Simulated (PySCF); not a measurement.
## Electron correlation in W³⁺ (tungsten, charge +3)

[Xe] 4f14 5d3, high-spin 4F determinant. All numbers are calculated (PySCF 2.14, a scalar-relativistic core potential, in def2-TZVPPD with the def2 core potential (60 electrons) (6s5p3d2f1g, 59 functions)). Frozen: 5s2 5p6; 3 electrons correlated.

```tsv
level	correlation energy (mhartree)
CCSD	-15.74
(T)	-0.06
CCSD(T)	-15.80
```

Diagnostics: T1 = 0.00088, D1 = 0.0012, largest double amplitude 0.018.

Spin-orbit coupling, absent here, splits the open shell strongly.

Cost of the coupled-cluster step: about 1.4 core-seconds, for 3 correlated electrons.

Iterations:

```
CC2 = 0
CCSD nocc = (np.int64(3), np.int64(0)), nmo = (55, 55)
frozen orbitals [[0, 1, 2, 3], [0, 1, 2, 3]]
max_cycle = 100
direct = 0
conv_tol = 1e-08
conv_tol_normt = 1e-06
diis_space = 8
diis_start_cycle = 0
Init t2, MP2 energy = -0.0130188226616775
Init E_corr(UCCSD) = -0.0130188226625441
cycle = 1  E_corr(UCCSD) = -0.0152240465829433  dE = -0.00220522392  norm(t1,t2) = 0.0115316
cycle = 2  E_corr(UCCSD) = -0.0156297545086557  dE = -0.000405707926  norm(t1,t2) = 0.00279818
cycle = 3  E_corr(UCCSD) = -0.0157472710372373  dE = -0.000117516529  norm(t1,t2) = 0.000897823
cycle = 4  E_corr(UCCSD) = -0.0157414301560558  dE = 5.84088118e-06  norm(t1,t2) = 0.000169994
cycle = 5  E_corr(UCCSD) = -0.0157418220507498  dE = -3.91894694e-07  norm(t1,t2) = 2.29187e-05
cycle = 6  E_corr(UCCSD) = -0.0157418084557743  dE = 1.35949755e-08  norm(t1,t2) = 2.99305e-06
cycle = 7  E_corr(UCCSD) = -0.0157418117033746  dE = -3.24760032e-09  norm(t1,t2) = 4.803e-07
UCCSD converged
E(UCCSD) = -64.66201618022532  E_corr = -0.01574181170337461
UCCSD(T) correction = -5.67494122892531e-05
```
